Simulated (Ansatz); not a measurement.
Input for Ansatz (a quantum-chemistry and plane-wave program): U-PBE/def2-TZVPPD on FHMg (SMILES [F][MgH]), a point of a bond scan (R = 1.345 Å). Files ending in .json are basis or fitting sets from the Basis Set Exchange.

Ansatz 0.2 input:
```yaml
crystal:
  periodic: [false, false, false]
  atoms:
    - {symbol: Mg, position_ang: [-0.00000000, -0.00000000, -0.64398300]}
    - {symbol: H, position_ang: [-0.00000000, -0.00000000, -1.98921230]}
    - {symbol: F, position_ang: [0.00000000, 0.00000000, 1.11703507]}
basis:
  gaussian:
    orbitals: def2-TZVPPD.json
hamiltonian:
  xc: {name: PBE}
magnetization: {spin_polarized: true, initial_magnetization: 0}
```

The head of its log:

```
WARN ansatz: RAYON_NUM_THREADS=1 ignored (pool sized by the plan → 1); use --threads N
Functional definition: PBE
integrals: 0.02 GiB planned
564 factors; their error is unknown
mean field: 0.23 GiB planned
mean field evaluation 1: about -8168.8366 eV, gradient 3.6e1 eV
mean field evaluation 2: about -8109.9287 eV, gradient 1.3e2 eV
```

Predict the final total energy.

-300.3593 hartree.
